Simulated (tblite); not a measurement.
C6H9ClGeO2.
Atom-mapped SMILES: `[O:1]=[C:2]1[CH2:3][CH:4]=[CH:5][GeH2:6][O:7][C@@H:8]1[CH2:9][Cl:10]` (hydrogens: H11, H12 on C3; H13 on C4; H14 on C5; H15, H16 on Ge6; H17 on C8; H18, H19 on C9)

Computed with GFN2-xTB (tblite), gas phase: L-BFGS steps from a force-field or distance-geometry start until the largest atomic force falls under 0.01 eV/Å.

Step 129: E = -871.1585 eV
```
atom  x, y, z in Å  |  force x, y, z in eV/Å
O1      0.5644   -0.1129    1.7061   -0.004   0.005  -0.013
C2      0.5769    0.4749    0.6547    0.012  -0.011   0.011
C3     -0.1654    1.7688    0.4422   -0.002   0.033  -0.006
C4     -1.6561    1.5531    0.3918   -0.004  -0.011   0.032
C5     -2.2577    0.4029    0.1257   -0.005  -0.007  -0.011
Ge6    -1.3485   -1.2685   -0.3550   -0.012  -0.019  -0.009
O7      0.1161   -0.7515   -1.2588   -0.001   0.002  -0.009
C8      1.1882   -0.1462   -0.5980   -0.006  -0.014  -0.007
C9      2.3149   -1.1354   -0.2826    0.014  -0.029   0.010
Cl10    1.6654   -2.7015    0.2197    0.022   0.035   0.041
H11     0.1640    2.2623   -0.4758   -0.023   0.002   0.000
H12     0.0509    2.4227    1.2912    0.013   0.023   0.001
H13    -2.2366    2.4458    0.6000    0.013  -0.008  -0.004
H14    -3.3386    0.3853    0.1147   -0.006   0.004   0.016
H15    -1.0782   -2.1802    0.8074   -0.007  -0.002  -0.025
H16    -2.0211   -1.9732   -1.4940    0.001   0.000  -0.011
H17     1.5985    0.6318   -1.2577    0.018   0.021  -0.009
H18     2.9316   -0.7496    0.5294    0.004  -0.029   0.000
H19     2.9216   -1.3192   -1.1686   -0.026   0.007  -0.004
```

Step 130: E = -871.1590 eV
```
atom  x, y, z in Å  |  force x, y, z in eV/Å
O1      0.5678   -0.1083    1.7083    0.000  -0.009  -0.007
C2      0.5786    0.4764    0.6553    0.001   0.017   0.012
C3     -0.1654    1.7698    0.4412   -0.028   0.025  -0.014
C4     -1.6568    1.5526    0.3943    0.006  -0.018   0.035
C5     -2.2578    0.4019    0.1290   -0.002  -0.001  -0.018
Ge6    -1.3492   -1.2686   -0.3564   -0.013  -0.025  -0.015
O7      0.1164   -0.7508   -1.2578   -0.003  -0.005  -0.019
C8      1.1889   -0.1467   -0.5973    0.005   0.006   0.011
C9      2.3153   -1.1365   -0.2807    0.010  -0.025  -0.005
Cl10    1.6667   -2.7027    0.2176    0.002   0.012   0.051
H11     0.1583    2.2598   -0.4803   -0.009   0.004  -0.008
H12     0.0525    2.4294    1.2856    0.015   0.006   0.001
H13    -2.2374    2.4453    0.6027    0.013  -0.013  -0.003
H14    -3.3387    0.3824    0.1174   -0.004   0.010   0.022
H15    -1.0797   -2.1839    0.8039   -0.008  -0.001  -0.031
H16    -2.0227   -1.9688   -1.4996    0.011   0.008   0.008
H17     1.6000    0.6320   -1.2564    0.016   0.007  -0.006
H18     2.9319   -0.7539    0.5326    0.003  -0.014  -0.002
H19     2.9217   -1.3202   -1.1669   -0.015   0.015  -0.009
```

Step 131: E = -871.1594 eV
```
atom  x, y, z in Å  |  force x, y, z in eV/Å
O1      0.5722   -0.1013    1.7106    0.002  -0.016  -0.003
C2      0.5805    0.4791    0.6554   -0.009   0.037   0.009
C3     -0.1659    1.7717    0.4380   -0.031   0.027  -0.027
C4     -1.6577    1.5513    0.3993    0.012  -0.005   0.031
C5     -2.2581    0.4004    0.1332    0.007   0.000  -0.023
Ge6    -1.3501   -1.2687   -0.3594   -0.007  -0.012  -0.022
O7      0.1173   -0.7495   -1.2578    0.001  -0.003  -0.016
C8      1.1901   -0.1471   -0.5963    0.007   0.014   0.022
C9      2.3155   -1.1386   -0.2775    0.005  -0.013  -0.021
Cl10    1.6649   -2.7060    0.2125   -0.005   0.002   0.054
H11     0.1503    2.2559   -0.4902   -0.009  -0.009   0.019
H12     0.0561    2.4387    1.2766    0.010  -0.019  -0.021
H13    -2.2395    2.4431    0.6104    0.021  -0.022  -0.001
H14    -3.3389    0.3804    0.1240   -0.009   0.007   0.025
H15    -1.0807   -2.1874    0.7977   -0.007  -0.005  -0.025
H16    -2.0223   -1.9645   -1.5064    0.012   0.010   0.014
H17     1.6029    0.6313   -1.2552    0.016  -0.002  -0.004
H18     2.9294   -0.7607    0.5403   -0.003  -0.006  -0.012
H19     2.9244   -1.3188   -1.1628   -0.013   0.014   0.001
```

Problem. Estimate the geometry and energy of step 132. (The exact step hangs on the optimiser's Hessian estimate; all steps are aligned on step 131, rigid shifts and turns removed.)

Solution. E = -871.1597 eV, largest force 0.058 eV/Å
```
atom  x, y, z in Å  |  force x, y, z in eV/Å
O1      0.5766   -0.0961    1.7119    0.001  -0.021   0.013
C2      0.5820    0.4816    0.6556   -0.014   0.042  -0.004
C3     -0.1662    1.7740    0.4372   -0.027  -0.019  -0.010
C4     -1.6575    1.5504    0.4026    0.006  -0.015   0.009
C5     -2.2580    0.3994    0.1357    0.008   0.004  -0.024
Ge6    -1.3521   -1.2699   -0.3616    0.005   0.007  -0.018
O7      0.1171   -0.7507   -1.2568    0.007  -0.002  -0.015
C8      1.1900   -0.1481   -0.5956    0.017   0.030   0.023
C9      2.3160   -1.1400   -0.2760   -0.018   0.010  -0.026
Cl10    1.6670   -2.7065    0.2149   -0.019  -0.015   0.053
H11     0.1461    2.2558   -0.4925    0.001   0.002  -0.005
H12     0.0576    2.4432    1.2733    0.009  -0.017  -0.014
H13    -2.2401    2.4414    0.6118    0.014  -0.010   0.011
H14    -3.3391    0.3802    0.1269    0.000   0.006   0.028
H15    -1.0839   -2.1922    0.7925   -0.005  -0.009  -0.019
H16    -2.0223   -1.9610   -1.5119    0.008   0.008   0.013
H17     1.6037    0.6300   -1.2555    0.009  -0.016   0.003
H18     2.9300   -0.7634    0.5421    0.002   0.009  -0.012
H19     2.9234   -1.3187   -1.1623   -0.001   0.007  -0.004
```

The energy changes by -0.0004 eV. The first-order estimate −F·Δx gives -0.0006 eV and the mean of the old and new forces, exact on a quadratic surface, -0.0004 eV. The step makes an angle of 75° with the force vector and moves no atom by more than 0.008 Å.

The cost below is that of the whole relaxation. Time: 3.8 s of wall time. Hardware: one thread of an Arm Neoverse N1, no GPU (shared host).
